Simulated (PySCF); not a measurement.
**Basis-set dependence of population analyses: Cl2HSi(SH)**

Cl2HSi(SH), Cl2H2SSi.
Atom-mapped SMILES: `[SH:1][SiH:2]([Cl:3])[Cl:4]` (hydrogens: H5 on S1; H6 on Si2)

PBE0 throughout (PySCF), one geometry, spherical d and f functions. Geometry: PBE0-D3(BJ)/def2-SVP, one conformer, isolated molecule. Atoms taken as equivalent share a column and are averaged.

Mulliken charges (e):

```csv
basis,functions,S1,Si2,Cl3/Cl4,H5,H6
STO-3G,38,-0.016,+0.693,-0.311,+0.009,-0.064
6-31G,56,-0.168,+0.538,-0.216,+0.095,-0.032
6-31G*,76,-0.238,+0.526,-0.208,+0.140,-0.012
def2-SVP,82,-0.223,+0.605,-0.228,+0.110,-0.036
"6-311+G(2d,p)",152,-0.147,+0.347,-0.162,+0.136,-0.013
def2-TZVP,160,-0.264,+0.491,-0.207,+0.177,+0.009
```

IAO charges (e):

```json
{"basis": "STO-3G", "functions": "38", "S1": "-0.109", "Si2": "+0.674", "Cl3/Cl4": "-0.265", "H5": "+0.041", "H6": "-0.077"}
{"basis": "6-31G", "functions": "56", "S1": "-0.239", "Si2": "+0.671", "Cl3/Cl4": "-0.248", "H5": "+0.121", "H6": "-0.056"}
{"basis": "6-31G*", "functions": "76", "S1": "-0.263", "Si2": "+0.841", "Cl3/Cl4": "-0.288", "H5": "+0.104", "H6": "-0.106"}
{"basis": "def2-SVP", "functions": "82", "S1": "-0.274", "Si2": "+0.856", "Cl3/Cl4": "-0.286", "H5": "+0.110", "H6": "-0.119"}
{"basis": "6-311+G(2d,p)", "functions": "152", "S1": "-0.283", "Si2": "+0.878", "Cl3/Cl4": "-0.298", "H5": "+0.115", "H6": "-0.115"}
{"basis": "def2-TZVP", "functions": "160", "S1": "-0.286", "Si2": "+0.897", "Cl3/Cl4": "-0.302", "H5": "+0.113", "H6": "-0.121"}
```

Hirshfeld charges (e):

```csv
basis,functions,S1,Si2,Cl3/Cl4,H5,H6
STO-3G,38,-0.047,+0.571,-0.255,+0.035,-0.050
6-31G,56,-0.107,+0.328,-0.126,+0.072,-0.042
6-31G*,76,-0.111,+0.317,-0.116,+0.076,-0.050
def2-SVP,82,-0.100,+0.309,-0.104,+0.066,-0.066
"6-311+G(2d,p)",152,-0.101,+0.307,-0.107,+0.066,-0.059
def2-TZVP,160,-0.102,+0.306,-0.105,+0.066,-0.060
```

ESP-fitted charges (e):

```tsv
basis	functions	S1	Si2	Cl3/Cl4	H5	H6
STO-3G	38	-0.211	+0.715	-0.289	+0.141	-0.066
6-31G	56	-0.343	+0.482	-0.191	+0.248	-0.007
6-31G*	76	-0.237	+0.149	-0.086	+0.220	+0.042
def2-SVP	82	-0.222	+0.123	-0.070	+0.211	+0.028
6-311+G(2d,p)	152	-0.164	-0.062	-0.026	+0.202	+0.077
def2-TZVP	160	-0.170	-0.018	-0.034	+0.195	+0.061
```

Some averages cover members that differ in this geometry, most widely: Cl3/Cl4, ESP-fitted in 6-311+G(2d,p) -0.055 to +0.002; Cl3/Cl4, ESP-fitted in def2-TZVP -0.062 to -0.007; Cl3/Cl4, ESP-fitted in 6-31G* -0.111 to -0.062; Cl3/Cl4, ESP-fitted in def2-SVP -0.094 to -0.046 e.

Problem. Which scheme is steadiest as the basis changes?

Solution. Largest range over the bases for any column: IAO 0.23 e, Hirshfeld 0.27 e, Mulliken 0.35 e, ESP-fitted 0.78 e. IAO charges move least and ESP-fitted charges most, counted in e. Without the minimal STO-3G basis the ranges are IAO 0.23, Hirshfeld 0.02, Mulliken 0.26, ESP-fitted 0.54 e.

Problem. How much do the charges still move between the two largest bases, 6-311+G(2d,p) and def2-TZVP?

Solution. At most, over all atoms: Mulliken 0.144 e, IAO 0.019 e, Hirshfeld 0.002 e, ESP-fitted 0.045 e.

Problem. What do the same runs give for the total energy, the frontier levels and the dipole moment?

Solution. 
```
        basis  energy (Eh)  HOMO (eV)  LUMO (eV)  μ (D)
       STO-3G   -1591.1028      -5.06       2.83   3.18
        6-31G   -1608.6449      -8.43      -0.70   2.84
       6-31G*   -1608.7690      -8.16      -0.21   2.04
     def2-SVP   -1608.3468      -7.99       0.13   1.78
6-311+G(2d,p)   -1608.9030      -8.10      -0.47   1.63
    def2-TZVP   -1608.9111      -8.08      -0.24   1.56
```

The dipole is fixed by the density alone, so its range of 1.62 D shows that the density itself changes with the basis, not only its division among atoms.
